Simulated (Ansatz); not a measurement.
Geometry optimisation, RKS PBE-D4/STO-3G (Ansatz).

input.yaml

```yaml
crystal:
  periodic: [false, false, false]
  atoms:
    - { symbol: B, position_ang: [-1.6016, -0.6315, -0.0969] }
    - { symbol: C, position_ang: [-0.1241, -0.1551, -0.2668] }
    - { symbol: O, position_ang: [0.1934, -0.2291, -1.6396] }
    - { symbol: Si, position_ang: [0.989, -1.3647, 0.7219] }
    - { symbol: C, position_ang: [0.0929, 1.2727, 0.2533] }
    - { symbol: O, position_ang: [-0.6616, 2.2273, -0.4635] }
    - { symbol: H, position_ang: [-2.1336, -0.5926, 0.9615] }
    - { symbol: H, position_ang: [-2.2504, -0.8662, -1.0641] }
    - { symbol: H, position_ang: [1.1822, 0.0567, -1.669] }
    - { symbol: H, position_ang: [0.7052, -2.7342, 0.2313] }
    - { symbol: H, position_ang: [2.3274, -1.0244, 0.6232] }
    - { symbol: H, position_ang: [0.5418, -1.3135, 2.1588] }
    - { symbol: H, position_ang: [-0.2695, 1.3644, 1.3215] }
    - { symbol: H, position_ang: [1.146, 1.5623, 0.2519] }
    - { symbol: H, position_ang: [-0.1588, 2.377, -1.2941] }
basis:
  gaussian: { orbitals: STO-3G }
hamiltonian:
  xc: pbe
  dispersion: d4
relax:
  f_tol: 0.02
  max_steps: 40
scf:
  lower_state_search: "off"
```

Run as:

```bash
$ ansatz run input.yaml --threads 1 --pin off --max-ram 2048MiB --backend cpu --events-out ev --progress --plain --runs-dir out
```

Where does it end, and by what steps?

The run converged. Limits of this set-up: minimal basis. After 16 steps the energy has fallen by 1.033 eV; H15 moved furthest, 0.66 Å.

```tsv
step	energy less start (eV)	largest force component (eV/Å)	accepted
0	0.0000	3.339	yes
1	-0.5543	1.951	yes
2	-0.7221	0.814	yes
3	-0.7563	0.664	yes
4	-0.7785	1.346	yes
5	-0.8583	0.611	yes
6	-0.9134	0.427	yes
7	-0.9695	0.565	yes
8	-0.9579	0.881	no
9	-1.0085	0.322	yes
10	-1.0218	0.183	yes
11	-1.0266	0.413	yes
12	-1.0312	0.150	yes
13	-1.0318	0.098	yes
14	-1.0325	0.034	yes
15	-1.0326	0.045	yes
16	-1.0328	0.013	yes
```

```xyz
15
Properties=species:S:1:pos:R:3
B -1.585 -0.679 -0.083
C -0.202 -0.013 -0.246
O 0.183 0.187 -1.690
Si 0.858 -1.375 0.641
C 0.041 1.434 0.425
O -0.227 2.413 -0.615
H -2.082 -0.694 0.988
H -2.095 -1.262 -0.974
H 1.223 0.206 -1.640
H 0.390 -2.726 0.366
H 2.203 -1.222 0.098
H 0.863 -1.130 2.074
H -0.635 1.579 1.304
H 1.102 1.489 0.813
H -0.058 1.744 -1.433
```

Whether the end is a true minimum wasn't checked by a vibrational analysis.

The run took 54 s on 1 thread of Arm Neoverse V1, on a shared host, peak memory 0.14 GiB.
